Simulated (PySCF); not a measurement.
All values below come from B3LYP-D3(BJ)/def2-TZVP run with PySCF. Isolated molecules, 0 K electronic values unless said otherwise. B3LYP has the VWN-RPA correlation part, as in Gaussian. Excitations are Tamm–Dancoff values on a coarser integration grid. The basis has no diffuse functions, so Rydberg states are missing or too high.

Reference species (SMILES): `[Br][Al]([Br])[Br]` (neutral, multiplicity 1).

```json
{
  "LUMO": "-1.87 eV",
  "S1 excitation (TDA)": "5.49 eV",
  "T1 excitation (TDA)": "5.22 eV"
}
```

Changed species: `[SiH3][Al]([SiH3])[SiH3]` (3 of 3 Br replaced by SiH3; the reference has 0 of 3 Br replaced by SiH3).

Problem. What does the change do to the LUMO, S1 excitation (TDA) and T1 excitation (TDA)?

Solution. the LUMO falls by 0.91 eV, to -2.78 eV; the S1 excitation (TDA) falls by 2.14 eV, to 3.35 eV; the T1 excitation (TDA) falls by 2.38 eV, to 2.84 eV.
